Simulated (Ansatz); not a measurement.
Born–Oppenheimer molecular dynamics of C5H16N2Si (24 atoms, charge 0, multiplicity 1). It starts from a relaxed structure.

Computed with RKS B3LYP-D4/STO-3G (Ansatz).

```json
{"ensemble": "NVE (Milne-controlled integrator)", "time step": "1 fs", "steps asked": "150", "starting velocities drawn for": "1000 K", "masses": "H 10 u", "seed": "200329"}
```

First frame:

```xyz
24
Properties=species:S:1:pos:R:3
Si 0.113 -0.148 -0.077
H 0.250 -0.248 1.366
N 1.638 -0.043 -0.969
C 2.570 -1.189 -0.722
H 1.988 -2.127 -0.745
H 3.338 -1.228 -1.517
H 3.100 -1.130 0.254
C 2.373 1.258 -0.919
H 3.184 1.254 -1.670
H 1.685 2.086 -1.163
H 2.838 1.476 0.069
C -0.922 1.360 -0.499
H -1.960 1.220 -0.169
H -0.539 2.262 -0.006
H -0.938 1.548 -1.580
N -0.560 -1.696 -0.597
C -1.716 -2.221 0.191
H -1.488 -2.156 1.269
H -2.671 -1.678 0.008
H -1.890 -3.284 -0.062
C -0.813 -1.817 -2.067
H -1.726 -1.281 -2.409
H 0.055 -1.403 -2.610
H -0.928 -2.881 -2.345
```

**Question.** How far do the bonds stretch over the last three quarters of this one trajectory? (Pairs bonded in most of those frames.)

**Answer.** 
```csv
bond,mean (Å),spread (Å),shortest,longest
Si1–H2,1.464,0.066,1.36,1.57
Si1–N3,1.756,0.032,1.70,1.82
Si1–C12,1.898,0.042,1.80,1.98
Si1–N16,1.782,0.033,1.72,1.85
N3–C4,1.498,0.040,1.43,1.58
N3–C8,1.491,0.044,1.42,1.58
C4–H5,1.104,0.021,1.05,1.15
C4–H6,1.114,0.023,1.06,1.16
C4–H7,1.116,0.023,1.06,1.16
C8–H9,1.112,0.026,1.06,1.17
C8–H10,1.109,0.027,1.05,1.17
C8–H11,1.122,0.049,1.03,1.23
C12–H13,1.106,0.032,1.05,1.19
C12–H14,1.117,0.078,0.98,1.24
C12–H15,1.113,0.052,1.02,1.24
N16–C17,1.502,0.026,1.45,1.55
N16–C21,1.511,0.022,1.47,1.55
C17–H18,1.106,0.029,1.06,1.17
C17–H19,1.118,0.028,1.07,1.18
C17–H20,1.112,0.023,1.07,1.16
C21–H22,1.117,0.023,1.06,1.15
C21–H23,1.114,0.026,1.07,1.18
C21–H24,1.109,0.025,1.05,1.15
```

Mean temperature of the second half: 511 K. The conserved energy stayed within 0.043 meV per atom of its start (net change -0.0042 meV per atom), so the integration is sound. Over the second half the temperature averaged 0.51 of the 1000 K drawn at the start: a run that starts near a minimum puts about half its kinetic energy into the potential. A run of 0.15 ps of so small a system gives no equilibrium averages. Limits of this set-up: minimal basis.

Run time: 31 min on 1 thread of AMD EPYC (Zen 3) (shared host), peak memory 0.19 GiB.
